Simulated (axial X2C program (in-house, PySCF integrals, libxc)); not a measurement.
What spin–orbit coupling does to TiGe

Calculated with an in-house relativistic program for diatomic molecules. Spin-free means the one-electron spin-free X2C Hamiltonian; two-component (2c) means X2C with spin–orbit coupling and atomic mean-field two-electron Coulomb and Gaunt terms, so the difference of the two also holds small scalar two-electron terms. Basis: Ge dyall-cv3z [9s9p7d4f1g], Ti dyall-cv3z [10s10p6d4f2g] (cores contracted in-house); Gaussian nuclei, density fitting, unrestricted open shells. Masses: Ge 73.921 u, Ti 47.948 u.

Spin-free state: M_S = 2, Λ = 2 (beyond evenly filled blocks: σα, π+α, π-α, δ+α); fragments Ge + Ti.

```tsv
level	Re (Å)	ωe (cm⁻¹)	De (eV)	μ (D)
PBE0	2.472	284.5	2.184	3.57
```

Dipoles are positive if Ti is the positive end.

Two-component determinant lowest at the distance of the search:

Ω = 4 (⟨Sz⟩ = 2.00, ⟨Lz⟩ = 2.00 at PBE0); fragments Ge + Ti.

| level | Re (Å) | ωe (cm⁻¹) | μ (D) |
| --- | --- | --- | --- |
| PBE0 | 2.472 | 284.0 | 3.56 |

Problem. From the two tables, how do the constants change at the PBE0 level (2c against spin-free)?

Solution. At the PBE0 level Re doesn't move by more than 0.001 Å and ωe falls by 0.5 cm⁻¹.

Occupations by symmetry block were frozen at the best pattern of an incomplete PBE0 search. Dissociation energies refer to the lowest single-determinant-based atoms at the same level and basis. De is not given where an atomic determinant may have missed its ground term or J level, or where the truncated virtual space spoils (T). Density functionals use the spin component along the axis (collinear). Other states lie close and PBE0, whose exact exchange favours high spin, may order them wrongly; the determinant shown need not be the ground state. The nearest other spin-free determinant of the search, M_S = 1, Λ = 4, lies 0.65 eV up at the distance of the search. The functionals have no current-density term, which raises determinants with orbital currents, atoms included. With several unpaired electrons one determinant need not be a pure state. Open-shell Ω = 0 determinants with evenly filled partner blocks cannot be reached by this program, so the Ω shown need not be the lowest component.
